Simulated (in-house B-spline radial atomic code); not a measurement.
A fraction x of an electron is added to 5s in Ru, starting from [Kr] 4d7 5s1 and keeping the highest spin. Computed with a radial B-spline atomic code at the basis-set limit: scalar-relativistic (X2C) LDA PW92, spin-polarised, spherical fractional occupations, Fermi nucleus of rms radius 4.4809 fm.

```json
{"x": "0", "E(x) - E(0) (eV)": "0.0000", "5s down level (eV)": "-"}
{"x": "0.1", "E(x) - E(0) (eV)": "-0.3427", "5s down level (eV)": "-3.175"}
{"x": "0.2", "E(x) - E(0) (eV)": "?", "5s down level (eV)": "?"}
{"x": "0.3", "E(x) - E(0) (eV)": "-0.8780", "5s down level (eV)": "-2.183"}
{"x": "0.4", "E(x) - E(0) (eV)": "-1.0721", "5s down level (eV)": "-1.700"}
{"x": "0.5", "E(x) - E(0) (eV)": "?", "5s down level (eV)": "?"}
{"x": "0.6", "E(x) - E(0) (eV)": "-1.3182", "5s down level (eV)": "-0.770"}
{"x": "0.7", "E(x) - E(0) (eV)": "-1.3729", "5s down level (eV)": "-0.327"}
```

(1) What belongs in the row x = 0.2?

(2) What belongs in the row x = 0.5?

(3) Check Janak's theorem between x = 0.3 and 0.4.

(4) Up to what added charge does this functional bind the extra electron?

## Answers

(1) An energy change of -0.6351 eV; 5s down at -2.675 eV.

(2) An energy change of -1.2184 eV; 5s down at -1.228 eV.

(3) The slope of the energy is -1.94 eV; the orbital levels give -1.94 eV (ε of the filling orbital, averaged over the two points).

(4) The highest level rises by about 5.3 eV per electron near x = 0.7 and would reach zero near x = 0.72, so a whole extra electron isn't bound at the basis-set limit.
